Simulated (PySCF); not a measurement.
# Which determinant of SnSb lies lowest?

Unrestricted PBE0; basis Sn cc-pVDZ-PP with ECP28, Sb cc-pVDZ-PP with ECP28; scalar-relativistic core potentials; PySCF 2.14. Outer shells of the fragments: Sn 4d10 5s2 5p2; Sb 4d10 5s2 5p3.

Followed along the bond (rough minima from three points):

```csv
2Ms+1,unpaired,⟨S²⟩ at the start,R at minimum (Å),Te (eV)
2,π ↑,0.82,2.65,0.00
2,σ ↑,1.03,2.53,0.37
4,"σ ↑, π ↑↑",3.76,2.77,1.45
4,π ↑↑↑,3.76,none in the scan,≤ 0.90
2,π ↑↑↓,1.76,none in the scan,≤ 1.24
```

Solutions found at the starting distance of 2.715 Å, counted from the lowest of them; the search is not exhaustive and high or unbound solutions are not listed, so other states can lie among these:

```tsv
2Ms+1	unpaired	term	E (eV)	⟨S²⟩	⟨Lz²⟩	μ (D)
2	π ↑	²Π	0.00	0.82	1.00	-1.41
2	σ ↑	²Σ⁺	0.55	1.03	0.00	-1.43
4	π ↑↑↑	⁴Π	1.04	3.76	1.00	-0.03
2	π ↑↑↓	mixed	1.38	1.76	3.02	-0.04
4	σ ↑, π ↑↑	mixed	1.44	3.76	2.01	-0.66
2	σ ↓, π ↑↑	mixed	1.84	1.77	2.01	-0.62
```

A term symbol is given only where ⟨S²⟩ and ⟨Lz²⟩ are close to those of a pure state; real π, δ and φ orbitals otherwise mix terms. A positive dipole means Sn(−)Sb(+).

Question: Compare the gap between the two lowest followed solutions at the starting distance with the gap between their minima.

Answer: At PBE0 the second solution (doublet, unpaired electrons σ ↑) lies +0.55 eV from the first (doublet, unpaired electrons π ↑) at 2.715 Å and +0.37 eV at the minima; the two curves relax by different amounts, since their minima lie near 2.53 and 2.65 Å.

Spin–orbit coupling is left out. Counting both spins, an empty level lies below a filled one in some of these solutions, because spin and occupation are held.
